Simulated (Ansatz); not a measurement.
Reactions of C₃H₇FSi (`C[SiH]1CC1F`).

Computed with Ansatz on PBE0-D4/def2-TZVP structures; ΔE is electronic, products minus reactants. CBS: MP2 limit from def2 TZ/QZ plus the TZ coupled-cluster correction, frozen cores. This one scheme is used for every species. DFT in def2-TZVPP. B3LYP here is the variant with VWN-RPA as its local correlation; programs differ in this. For Br outer-core shells are correlated without core-valence functions, which leaves a few kJ/mol of doubt a bond. Scalar relativity is left out up to krypton. Each species was taken in one conformer, which may not be the lowest.

| reaction | B3LYP-D4 (eV) | CCSD(T)/CBS(def2) (eV) |
| --- | --- | --- |
| `C[Si@H]1C[C@H]1F` + `O[SiH2]N[SiH2]Cl` → `CO[SiH2]N[SiH2]Cl` + `FC1C[SiH2]1` | 0.94 | 1.04 |
| `C[Si@H]1C[C@H]1F` + `[SiH3]BCl` → `F[C@H]1C[Si@H]1[SiH3]` + `CBCl` | -0.45 | -0.43 |
| `C[Si@H]1C[C@H]1F` + `ClB1CC1` → `F[C@H]1C[Si@@H]1Cl` + `CB1CC1` | -0.12 | -0.12 |
| `C[Si@H]1C[C@H]1F` + `COB(S)Br` → `F[C@H]1C[Si@@H]1Br` + `COB(C)S` | -0.23 | -0.22 |
| `C[Si@H]1C[C@H]1F` + `[NH2][AlH][OH]` → `C[NH][AlH][OH]` + `FC1C[SiH2]1` | 0.90 | 0.95 |

Largest T1 diagnostic: 0.014, for `[SiH3]BCl`.
